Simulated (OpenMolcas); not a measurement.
# Mo3+: moving or changing the point charges

Mo3+ among 5 point charges of -2 e arranged as a trigonal bipyramid (D3h), 2.21 Å from the ion, with the axial distance 2.232 Å.

```yaml
Program: OpenMolcas 26.06
Method: CASSCF
Basis: ANO-RCC-VDZP [6s5p3d1f]
Scalar_Hamiltonian: DKH2, point nucleus
Active_space: 3 electrons in 5 orbitals (4d)
State_averaging: 2S+1 = 4 even, 10 roots; 2S+1 = 2 even, 40 roots
Spin-orbit_coupling: state interaction with AMFI integrals over the reference wave functions
```

Runs around this geometry, states (labels of D3, the rotations of D3h). Energies in cm-1 above the lowest state or level, χT in cm3 K/mol.

| R (Å) | q (e) | Axial / equatorial distance | Ground state | First state of that spin | First gap with spin-orbit (degeneracies) | χT at 300 K | First state of another spin |
| --- | --- | --- | --- | --- | --- | --- | --- |
| 2.21 | -1.6 | 1.01 | 4E | 4E 3165 | 420.5 (2, 2) | 0.576 | 2E 13837 |
| 2.21 | -2 | 1.01 | 4E | 4E 3265 | 416.1 (2, 2) | 0.607 | 2E 13826 |
| 2.35 | -2 | 1.01 | 4E | 4E 2789 | 412.7 (2, 2) | 0.563 | 2E 13828 |
| 2.21 | -2 | 1.09 | 4E | 4E 4188 | 416.3 (2, 2) | 0.608 | 2E 13788 |

Taking the first state of the same spin as R^-n, n = -ln(2789 / 3265) / ln(2.35 / 2.21) = 2.6 between the shortest and longest distance.

Scaling the charges by -1.6 / -2 = 0.80 scales the first state of the same spin by 3165 / 3265 = 0.97; with fixed orbitals a first-order splitting would follow the charge.

An orbital doublet at a regular site is open to a Jahn-Teller distortion, which this geometry leaves out. Without dynamic correlation the repulsion within the d shell is too large (B by tens of per cent), so at a given field states of lower spin stand too high. Point charges carry no covalency, so the field is a model and not that of real ligands. No measured value stands beside these numbers.
